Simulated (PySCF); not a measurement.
Dipole response of Ge (germanium, neutral)

[Ar] 3d10 4s2 4p2, high-spin 3P determinant. All numbers are calculated (PySCF 2.14, scalar relativity through the core potential, in aug-cc-pVTZ-PP with one added diffuse shell each of s, d, f type with ECP10MDF (7s5p5d3f, 68 functions)). Coupled (time-dependent) response in atomic units; α is the mean over directions.

| method | mean α (bohr³) | α xx, yy, zz | C₆ (like pair) | S(−4) |
| --- | --- | --- | --- | --- |
| UHF | 41.33 | 33.24, 45.38, 45.38 | 361.2 | 662.7 |
| PBE | 46.56 | 35.31, 52.18, 52.18 | 404.9 | 1073 |
| PBE0 | 43.61 | 33.92, 48.46, 48.46 | 377.8 | 849.4 |
| BHandHLYP | 42.00 | 33.09, 46.45, 46.45 | 360.5 | 760.8 |
| wB97X-V | 42.20 | 33.39, 46.60, 46.60 | 364.0 | 760.8 |

S(−4) is the Cauchy moment in α(ω) = α(0) + S(−4) ω² + …

Reference α: 40 ± 1 bohr³ (recommended; Schwerdtfeger and Nagle, table of static dipole polarizabilities (2023 update)). Published C₆: 354.0 (Chu and Dalgarno (2004); Tang, Norbeck and Certain (1976)).

Spin-orbit coupling is absent.

α(iu) at PBE0:

```tsv
u (hartree)	α(iu) (bohr³)
0	43.61
0.0500	41.63
0.100	36.97
0.200	26.77
0.300	19.20
0.500	10.71
0.750	6.044
1.00	3.878
1.50	2.016
2.00	1.252
3.00	0.6265
5.00	0.2508
```

A single London oscillator, α(iu) = α/(1 + u²/ω²), gives C₆ = (3/4) ω α². Matching the computed C₆ needs ω = 4 × 377.8 / (3 × 43.61²) = 0.265 hartree.

The components differ because the open shell of this determinant is not spherical; for a pure term their mean is the scalar polarisability.

Energies and moments cover only the electrons outside the core potential.
